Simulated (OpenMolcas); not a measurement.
V2+ among 4 point charges of -1 e arranged as a tetrahedron (Td), 2.23 Å from the ion.

```
Program             : OpenMolcas 26.06
Method              : CASSCF
Basis               : ANO-RCC-VDZP [5s4p2d1f]
Scalar Hamiltonian  : DKH2, point nucleus
Active space        : 3 electrons in 5 orbitals (3d)
State averaging     : 2S+1 = 4 even, 10 roots; 2S+1 = 2 even, 40 roots
Spin-orbit coupling : state interaction with AMFI integrals over the reference wave functions
```

(1) What is the spin-free ground state (labels of Td)?

(2) Where is the first state of the same spin?

(3) What are the lowest two levels with spin-orbit coupling?

(4) What is χT at 300 K, and how does it compare with the textbook value?

(5) Which ligand-field parameters describe the states?

## Answers

(1) 4T1, 3-fold in its orbital part, 100 % from free-ion F terms; it has the highest spin that d3 allows.

(2) 4T2 at 875 cm-1 above the ground state.

(3) A 4-fold level Γ8, then a 2-fold level Γ7 50.0 cm-1 above it. Their leading multiplicities are 4 (100 %) and 4 (100 %).

(4) The lowest level has 2S+1 = 4, for which the spin-only value is χT = S(S+1) / 2 = 1.875 cm3 K/mol (g = 2). The computed 1.565 at 300 K differs by -0.310, through orbital momentum, spin-orbit coupling and any other state in reach. With a threefold ground state the orbital momentum is unquenched, so the spin-only value is not expected to hold.

(5) A least-squares ligand-field fit to the states below 45000 cm-1, each weighted by its degeneracy and with a free common offset, gives 10Dq = -1094 cm-1 (negative for this site), B = 946 cm-1 and C = 3555 cm-1 (C/B = 3.76), with an rms deviation of 70 cm-1. 

An orbital triplet at a regular site is open to Jahn-Teller coupling, which can distort the site and quench the lowest spin-orbit gaps and is left out. Without dynamic correlation the repulsion within the d shell is too large (B by tens of per cent), so at a given field states of lower spin stand too high. The ground term spreads over less than 5000 cm-1, several times less than with real ligands, so orbital moments are less quenched and χT lies further from the spin-only value than at real sites. This is an electrostatic model: the charges have no orbitals. No measured value stands beside these numbers.
